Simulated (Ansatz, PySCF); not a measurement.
This PySCF input computes a PBE0/def2-TZVPD energy:

```python
from pyscf import gto, scf, dft

mol = gto.M(
    atom='''
    O     1.11506267   -0.63151409    0.04224857
    C    -0.00425118    0.10072162   -0.00984151
    O    -0.05471930    1.29644549   -0.12667575
    O    -1.05807806   -0.71860254    0.08967140
    H     1.85528918   -0.01327768   -0.03185832
    H    -1.84790459   -0.16168288    0.04895372
    ''',
    basis='def2-tzvpd',
    charge=0,
    spin=0,
    verbose=4,
)

mf = dft.RKS(mol, xc='pbe0').density_fit(auxbasis='def2-universal-jkfit')
mf.grids.level = 3
mf.conv_tol = 1e-9
mf.max_cycle = 100
mf.max_memory = 1500
mf.kernel()
if not mf.converged:
    mf = mf.newton()
    mf.kernel(mf.make_rdm1())
mf.analyze()
```

### Question
Write an input for the same energy in Ansatz (a program for electronic structure) and say what it gives.

### Answer

Ansatz 0.2 input:
```yaml
crystal:
  periodic: [false, false, false]
  atoms:
    - {symbol: O, position_ang: [1.11506267, -0.63151409, 0.04224857]}
    - {symbol: C, position_ang: [-0.00425118, 0.10072162, -0.00984151]}
    - {symbol: O, position_ang: [-0.05471930, 1.29644549, -0.12667575]}
    - {symbol: O, position_ang: [-1.05807806, -0.71860254, 0.08967140]}
    - {symbol: H, position_ang: [1.85528918, -0.01327768, -0.03185832]}
    - {symbol: H, position_ang: [-1.84790459, -0.16168288, 0.04895372]}
basis:
  gaussian:
    orbitals: def2-TZVPD
hamiltonian:
  xc: {name: PBE0}
output: {forces: true}
```
It gives -264.84870 Eh, and PySCF -264.84873 Eh, a difference of 0.03 mEh, from the treatment of integrals and grids.
